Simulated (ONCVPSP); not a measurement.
Which change was made? (V, ONCV)

vanadium, optimised norm-conserving Vanderbilt (ONCV), made with ONCVPSP 4.0.1 (LDA (Perdew-Wang 92), scalar-relativistic). Core [Ar], reference 3d3 4s2. Waves: 4s: rc 2.95 bohr, ncon 3, nbas 7, qcut 2.1 1/bohr, 2 projectors, debl 3.1 Ha; p scattering state at 0.09 Ha: rc 2.45 bohr, ncon 5, nbas 8, qcut 3.2 1/bohr, 2 projectors, debl 2.6 Ha; 3d: rc 2.20 bohr, ncon 4, nbas 8, qcut 7.4 1/bohr, 2 projectors, debl 3.3 Ha. Local part: polynomial inside 1.85 bohr (lpopt 3, dvloc0 1 Ha). Core correction: none.

In the p channel the program set the typed energies aside and used 0.050, 2.650 Ha.

Cutoffs, loose and tight: the cutoffs (Ha) at which the residual kinetic energy of the hardest occupied pseudo-wave falls to 1 and 0.1 mHa per electron. They do not see the model core or the augmentation charge, which bear on the density cutoff. Test errors are all-electron minus pseudo excitation energies from the reference, over the configurations 3d3 4s1; 3d3 4s0; 3d2 4s0; 3d3 4s1.5; variants that change the core or the reference have their own tests. The largest error is taken over the tests solved by every variant that gives reliable tests at all, those not shown here included: 3d3 4s0; 3d3 4s1; 3d3 4s1.5.

The base gives: outcome: generated, projector energies reset by the program; cutoff, loose: 21 Ha; cutoff, tight: 23 Ha; bound ghosts: none; GHOST(+) flags above zero: s; largest test error (meV): +39.

**Question.** After one change the result is: outcome: generated, projector energies reset by the program; cutoff, loose: 21 Ha; cutoff, tight: 23 Ha; bound ghosts: none; GHOST(+) flags above zero: s; largest test error (meV): -362. Which change was it?
A. all radii scaled by about 0.82 (s 2.42, p 2.00, d 1.80 bohr); local potential polynomial inside 1.52 bohr (lpopt 3, dvloc0 1 Ha)
B. reference 3d3 4s1.5
C. core correction Teter function, fcfact 3, rcfact 1.75
D. d: rc 1.72; local potential polynomial inside 1.72 bohr (lpopt 3, dvloc0 1 Ha)

**Answer.** C. The others give: all radii scaled by about 0.82 (s 2.42, p 2.00, d 1.80 bohr); local potential polynomial inside 1.52 bohr (lpopt 3, dvloc0 1 Ha) → outcome: generated; cutoff, loose: 24 Ha; cutoff, tight: 32 Ha; bound ghosts: p; GHOST(+) flags above zero: s; largest test error (meV): +78 | reference 3d3 4s1.5 → outcome: generated, projector energies reset by the program; cutoff, loose: 21 Ha; cutoff, tight: 23 Ha; bound ghosts: none; GHOST(+) flags above zero: s; largest test error (meV): +45 | d: rc 1.72; local potential polynomial inside 1.72 bohr (lpopt 3, dvloc0 1 Ha) → outcome: generated, projector energies reset by the program; cutoff, loose: 26 Ha; cutoff, tight: 55 Ha; bound ghosts: none; GHOST(+) flags above zero: s, p; largest test error (meV): +37.
